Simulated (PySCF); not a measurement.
**Stretching PI**

Set-up: PySCF, scalar-relativistic core potentials, basis sets P cc-pV(T+d)Z, I cc-pVTZ-PP with ECP28. Energies in eV from P + I in their ground configurations at the same level. State: ³Σ⁻ (triplet), unpaired electrons π ↑↑.

All columns are PBE0. A positive dipole means P(−)I(+).

```
R (Å)  E (eV)  μ (D)  Mulliken charge on P (basis-dependent)  HOMO (eV)  LUMO (eV)  Mayer bond order  ⟨S²⟩
2.050  -1.429   1.21                                   -0.13      -6.01      -2.52              1.66  2.01
2.146  -2.085   0.90                                   -0.11      -6.23      -2.67              1.57  2.01
2.241  -2.433   0.56                                   -0.07      -6.44      -2.80              1.49  2.01
2.312  -2.550   0.30                                   -0.05      -6.58      -2.90              1.44  2.01
2.384  -2.578   0.03                                   -0.02      -6.72      -2.99              1.39  2.01
2.455  -2.540  -0.24                                    0.01      -6.85      -3.08              1.34  2.01
2.551  -2.416  -0.59                                    0.04      -7.00      -3.18              1.28  2.01
2.670  -2.184  -1.02                                    0.08      -7.15      -3.31              1.21  2.01
2.813  -1.847  -1.49                                    0.12      -7.27      -3.53              1.14  2.02
3.004  -1.376  -2.02                                    0.15      -7.33      -4.14              1.02  2.07
```

A fit through these points gives, at Re = 2.375 Å, μ = 0.07 D and dμ/dR = -3.77 D/Å; the reduced mass is 24.9 u.

Q: How strong is the fundamental in the double-harmonic approximation, I = 42.26·(dμ/dR)²/μred km/mol?

A: I = 42.26·(-3.77)²/24.9 = 24.1 km/mol at PBE0.

Spin–orbit coupling is left out, which matters for elements this heavy, above all for dissociation energies. The state was picked by a PBE0 search and need not be the measured ground state.
